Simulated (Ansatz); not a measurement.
B₄. Total charge 0; singlet. Geometry PBE-D4/def2-TZVP.

```xyz
4

B    -0.127   -0.205   -0.108
B    -0.947   -1.518   -0.787
B     0.786    1.066   -0.244
B     0.288    0.657    1.138
```

The restricted singlet is unstable towards broken spin symmetry in Hartree–Fock (as tested in another run); at PBE-D4/def2-TZVP, revPBE-D4/def2-TZVP, r2SCAN-D4/def2-TZVP, PBE0-D4/def2-TZVP and others this wasn't settled. Another isomer (singlet) lies 2.47 eV lower at PBE0-D4/def2-TZVP; other spin states weren't run for this one.

**Question.** Estimate the orbital energies around the gap (eV) in Ansatz with PBE-D4/def2-TZVP, revPBE-D4/def2-TZVP, r2SCAN-D4/def2-TZVP, PBE0-D4/def2-TZVP, ωB97X-V/def2-TZVP.

**Answer.** 
| orbital | PBE-D4/def2-TZVP | revPBE-D4/def2-TZVP | r2SCAN-D4/def2-TZVP | PBE0-D4/def2-TZVP | ωB97X-V/def2-TZVP |
| --- | --- | --- | --- | --- | --- |
| HOMO−9 | -180.25 | -180.42 | -183.54 | -187.65 | -188.86 |
| HOMO−8 | -178.69 | -178.89 | -182.11 | -186.54 | -188.45 |
| HOMO−7 | -178.66 | -178.87 | -182.08 | -186.51 | -188.42 |
| HOMO−6 | -177.26 | -177.46 | -180.55 | -184.75 | -186.32 |
| HOMO−5 | -15.81 | -15.81 | -16.67 | -18.07 | -21.15 |
| HOMO−4 | -12.30 | -12.28 | -12.82 | -13.91 | -16.49 |
| HOMO−3 | -8.50 | -8.48 | -8.83 | -9.62 | -11.90 |
| HOMO−2 | -7.55 | -7.52 | -7.82 | -8.77 | -11.26 |
| HOMO−1 | -7.06 | -7.01 | -7.25 | -8.03 | -10.31 |
| HOMO | -5.91 | -5.86 | -6.02 | -6.67 | -8.65 |
| LUMO | -4.88 | -4.82 | -4.85 | -4.24 | -2.31 |
| LUMO+1 | -4.76 | -4.69 | -4.65 | -3.87 | -1.71 |
| LUMO+2 | -4.20 | -4.12 | -4.02 | -3.18 | -0.82 |
| LUMO+3 | -2.59 | -2.52 | -2.30 | -1.53 | 0.83 |
| LUMO+4 | -0.75 | -0.69 | -0.35 | 0.08 | 1.98 |
| LUMO+5 | 0.37 | 0.44 | 0.87 | 1.39 | 3.47 |
